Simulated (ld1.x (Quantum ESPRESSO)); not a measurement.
# Which change was made? (Mn, TM)

```
Element                 : manganese
Generator               : ld1.x (Quantum ESPRESSO) 7.5
Type                    : norm-conserving Troullier–Martins (Kleinman–Bylander form)
Functional              : BP86
Relativity              : scalar-relativistic
Frozen core             : [Ar]
Valence charge          : 7
Reference configuration : 3d5 4s1.5 4p0.5
Partial waves           : 4p (bound): rc 2.60 bohr; 3d (bound): rc 1.35 bohr; 4f channel at 0.3 Ry: rc 2.00 bohr; 4s (bound): rc 2.60 bohr
Local potential         : the s channel
Core correction         : Bessel-smoothed model core inside 1.10 bohr
```

Cutoffs, loose and tight: the cutoffs (Ry, on a coarse ladder) from which the occupation-weighted sum of valence levels, in a spherical-Bessel basis at the reference potential, stays within 10 and 1 mRy of its value at 400 Ry. They do not see the model core or the augmentation charge, which bear on the density cutoff. Test errors are all-electron minus pseudo excitation energies from the reference, over the configurations 3d5 4s2 4p0; 3d5 4s1 4p0; 3d5 4s0 4p0; 3d5.5 4s1.5 4p0; 3d4 4s2 4p0; 3d5 4s1 4p1; 3d5 4s0 4p2; variants that change the core or the reference have their own tests. The largest error is taken over the tests solved by every variant that gives reliable tests at all, those not shown here included: 3d4 4s2 4p0; 3d5 4s1 4p1; 3d5 4s2 4p0.

The base gives: outcome: generated; cutoff, loose: 120 Ry; cutoff, tight: 140 Ry; bound ghosts: none; largest test error (meV): -382.

Task: After one change the result is: outcome: generated; cutoff, loose: 120 Ry; cutoff, tight: 140 Ry; bound ghosts: none; largest test error (meV): -562. Which change was it?
A. core [Ne] 3s2, valence charge 13; reference 3p6 3d5 4s1 4p0; waves now 3p (bound): rc 0.75 bohr; 3d (bound): rc 0.95 bohr; 4f channel at 0.3 Ry: rc 1.70 bohr; 4s (bound): rc 1.85 bohr; core correction Bessel-smoothed model core inside 0.50 bohr
B. reference 3d5 4s1 4p0
C. wave 4s (bound): rc 2.60 bohr becomes 4s (bound): rc 3.34 bohr

Result: B. The others give: wave 4s (bound): rc 2.60 bohr becomes 4s (bound): rc 3.34 bohr → outcome: generated; cutoff, loose: 120 Ry; cutoff, tight: 140 Ry; bound ghosts: none; largest test error (meV): -179 | core [Ne] 3s2, valence charge 13; reference 3p6 3d5 4s1 4p0; waves now 3p (bound): rc 0.75 bohr; 3d (bound): rc 0.95 bohr; 4f channel at 0.3 Ry: rc 1.70 bohr; 4s (bound): rc 1.85 bohr; core correction Bessel-smoothed model core inside 0.50 bohr → outcome: generated; cutoff, loose: 200 Ry; cutoff, tight: 300 Ry; bound ghosts: none; largest test error (meV): -1395.
